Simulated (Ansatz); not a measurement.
Calculated with Ansatz (gas phase, PBE0-D4/def2-TZVP geometries, no zero-point term in ΔE). CCSD(T)/CBS is the MP2 limit (def2-TZVPP, def2-QZVPP) plus CCSD(T) − MP2 in def2-TZVPP, frozen cores. This one scheme is used for every species. Functionals use def2-TZVPP.

Reaction (hydrogenolysis of a C–C bond): `C[C@@H]1N[Si@@H]1F` + H₂ → `F[SiH]1CN1` + CH₄

| level | ΔE (kJ/mol) |
| --- | --- |
| r2SCAN0-D4 | -60.2 |
| ωB97M-V | -59.8 |
| BHLYP | -71.4 |
| CAM-B3LYP | -67.6 |
| RPA@PBE/def2-TZVPP | -56.5 |
| HF/def2-TZVPP | -78.5 |
| CCSD(T)/def2-TZVPP | -58.3 |
| HF/CBS(def2) | -78.2 |

(1) What does CCSD(T)/CBS give? (Best estimate.)

Largest T1 diagnostic among the species: 0.012.

Answers

(1) Ansatz gave: -56.8 kJ/mol. The listed levels differ from it by -3.4, -3.0, -14.6, -10.8, 0.3, -21.7, -1.5, -21.4 kJ/mol.

In def2-TZVPP, CCSD(T) changes the Hartree–Fock value by +20.2 kJ/mol (the triples alone add +4.4 kJ/mol) and MP2 by +23.9 kJ/mol. From BLYP to BHLYP (50 % exact exchange), in def2-TZVPP and without D4, ΔE moves by −3.6 kJ/mol.
